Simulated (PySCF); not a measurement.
## Electronic structure of He⁺ (helium, charge +1) at the UHF level

Configuration: 2p1, 2P determinant (an excited configuration). Computed with PySCF 2.14 in dyall-acv3z, with scalar relativity by spin-free X2C-1e.

```
Total energy                                                  : -0.479622 hartree
One-electron energy                                           : -0.4796 hartree
Hartree (Coulomb) energy                                      : 0.2279 hartree
Exchange energy                                               : -0.2279 hartree
⟨S²⟩                                                          : 0.7500
⟨L²⟩                                                          : 2.000
Sum of ⟨r⟩                                                    : 2.132 bohr
Sum of ⟨r²⟩                                                   : 5.187 bohr²
Traceless quadrupole moment −½Σ⟨3z² − r²⟩ along its main axis : -2.07 e·bohr²
Langevin diamagnetic susceptibility                           : -4.11 ×10⁻⁶ cm³/mol
```

| shell | electrons | mean orbital energy (eV) | rms radius, mean of both spins (bohr) |
| --- | --- | --- | --- |
| 2p α | 1 | -13.051 | 2.28 |

The outer electron is Rydberg-like, and this basis confines it to a smaller radius and binds it less than a complete one would.

Spin-orbit constants ζ (cm⁻¹) from the X2C one-electron operator on these orbitals: bare nucleus, nucleus screened by l(l+1)(2l+1)/3 electrons, and screened by the Breit-Pauli mean field of the electrons.

```tsv
shell	bare	screened nucleus	mean field
2p	4.757	4.757	4.608
```

To first order the Landé constant is A = 4.608 cm⁻¹, so the lowest level has J = 1/2 and lies 0.000571 eV below the centre of the term.
